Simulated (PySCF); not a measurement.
CH3Si, SMILES C[Si] (connectivity only; charge and spin as stated), charge +1, multiplicity 1. The structure is a stationary point at r2SCAN-D4/def2-TZVP. The multiplicity is an assumed one; other spin states were not compared. The isomer is the one that the SMILES or the coordinates give; other isomers of the formula were not compared.

Level of theory: PySCF with r2SCAN-D4/def2-TZVP.

Harmonic wavenumbers (cm⁻¹): 428, 428, 776, 1229, 1326, 1326, 2954, 3034, 3034. Rotational constants (GHz): 158.3, 13.79, 13.79; symmetry number 3.

**Question.** Work out the zero-point energy and the ideal-gas rigid-rotor harmonic-oscillator thermochemistry at 298.15 K and 1 atm.

**Answer.** ZPE = ½ Σ hcν = ½ × 14535 cm⁻¹ = 86.94 kJ/mol. H − E(el) = 98.65 kJ/mol. Entropy in J/(mol K): translation 155.69, rotation 74.16, vibration 8.55, total 238.40. G − E(el) = 27.58 kJ/mol. Cp = 49.86 J/(mol K).
